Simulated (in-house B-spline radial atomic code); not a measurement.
Sb⁴⁺. Computed with a B-spline radial atomic code. Model: all-electron spherical atom, spin shells full or empty, radial basis limit, no spin-orbit coupling, Breit or QED, empty-state partial waves extrapolated as (l+1/2)^-4, RPA, G0W0 and static COHSEX of the highest shell as one setting changes (uncorrelated shells keep exact exchange).

Given: element Sb; charge 4; filled core Kr; hamiltonian one-electron scalar X2C; mean-field start PBE0; highest l of empty states 9; nuclear rms radius 4.6802 fm; highest mean-field shell 5s up.

Shell: 4d 5 5, 5s 1 0 (electrons up and down).

| natural log step of frequency grid | RPA correlation energy (hartree) | G0W0 level (eV) | G0W0 minus most complete (meV) | RPA minus most complete (millihartree) | linearised minus solved G0W0 (meV) |
| --- | --- | --- | --- | --- | --- |
| 0.25 | -3.6737 | -55.69 | 0 | 0 | 7.5 |
| 0.4 | -3.6737 | -55.69 | 0 | 0 | 7.5 |
| 0.6 | -3.6737 | -55.69 | 0 | 0 | 7.5 |
| 0.9 | ? | ? | ? | ? | ? |
| 1.3 | -3.675 | -55.689 | 1.7 | -1.3 | 8.6 |
| 1.8 | -3.6701 | -55.691 | -0.5 | 3.6 | 6.6 |
| 2.5 | ? | ? | ? | ? | ? |
| 3.5 | -3.768 | -55.632 | 58.4 | -94.3 | 19.1 |

**Question.** What follows for natural log step of frequency grid = 0.9?

**Answer.** RPA correlation energy -3.6737 hartree; G0W0 level -55.69 eV; G0W0 minus most complete -0.1 meV; RPA minus most complete 0 millihartree; linearised minus solved G0W0 7.6 meV.

**Question.** What follows for natural log step of frequency grid = 2.5?

**Answer.** RPA correlation energy -3.74 hartree; G0W0 level -55.681 eV; G0W0 minus most complete 9.4 meV; RPA minus most complete -66.2 millihartree; linearised minus solved G0W0 6 meV.
